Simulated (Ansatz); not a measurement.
B oxide hydroxide: r2SCAN0-D4/def2-TZVP single points in Ansatz on relaxed structures, gas phase. Each cluster is the lowest isomer that a short search found in that spin, judged at the geometry's level, and lower ones may exist. Binding counts from free atoms in the multiplicity of their measured ground term, without zero-point energy. The structures are stationary points that may keep the symmetry of their start.

```csv
species,atoms,state,geometry,HOMO (eV),LUMO (eV),gap (eV),binding per atom (eV),point group (within 0.1 Å)
B2O4H2,8,singlet,PBE0-D4/def2-SVP,-9.13,-0.06,9.07,4.66,Cs
B2O5H4,11,singlet,PBE-D4/def2-SVP,-8.96,-0.55,8.41,4.29,–
```

Problem. Estimate the rows for BO3H3 (singlet, PBE-D4/def2-TZVP geometry).

Solution. 
```tsv
species	atoms	state	geometry	HOMO (eV)	LUMO (eV)	gap (eV)	binding per atom (eV)	point group (within 0.1 Å)
BO3H3	7	singlet	PBE-D4/def2-TZVP	-5.15	-0.90	4.26	3.18	–
```

The gap (eV) runs from 4.26 (BO3H3) to 9.07 (B2O4H2). The binding per atom (eV) runs from 3.18 (BO3H3) to 4.66 (B2O4H2).
